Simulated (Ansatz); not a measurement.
Ideal-gas functions of `[SeH][Hf]([SeH])([SeH])[SeH]` at 500 K and 1 bar, from an Ansatz frequency run at PBE0-D4/def2-TZVP.

Molar mass 498.36 g/mol, point group S4 (symmetry number 2), electronic degeneracy 1, moments of inertia 1388.134, 1388.408, 1404.467 u Å². Harmonic wavenumbers (cm⁻¹, unscaled): 47, 47, 47, 55, 64, 138, 138, 195, 208, 211, 239, 239, 250, 404, 404, 410, 419, 2396, 2396, 2397, 2397.

Use S(trans) = R[1.5 ln M + 2.5 ln T − 1.1517]; rotational temperatures θ = 24.2544 K / I; S(rot) = R[ln(√π/σ · √(T³/θAθBθC)) + 1.5]; for each mode x = 1.438777 ν̃/T, S = R[x/(eˣ − 1) − ln(1 − e⁻ˣ)] and H = RT x/(eˣ − 1); 1 cm⁻¹ = 0.0119627 kJ/mol; R = 8.31446 J/(mol·K).

Task: By hand: the entropy, in J/(mol·K).

Result: Translation 197.1. Rotation: θ = 0.0175, 0.0175, 0.0173 K, giving 139.5. Vibration, mode by mode: 24.96, 24.96, 24.96, 23.65, 22.39, 16.05, 16.05, 13.23, 12.71, 12.59, 11.59, 11.59, 11.23, 7.52, 7.52, 7.41, 7.25, 0.07, 0.07, 0.07, 0.07, in all 255.9. Electronic 0.0. Sum 592.5 J/(mol·K).

Task: By hand: H − E and G − E in kJ/mol, counted from the electronic energy.

Result: Zero-point energy ½ × 13101 × 0.0119627 = 78.4; thermal vibration 52.7; translation, rotation and pV give 4 RT = 16.6. H − E = 147.7 kJ/mol, and G − E = 147.7 − 500 × 592.5/1000 = -148.5 kJ/mol.

Vibration gives 43 % of the entropy, 153.0 J/(mol·K) of it from the modes under 150 cm⁻¹: soft modes count most, and the harmonic formula is weakest for them. The sum counts one conformer and one mirror image; others add a mixing term.
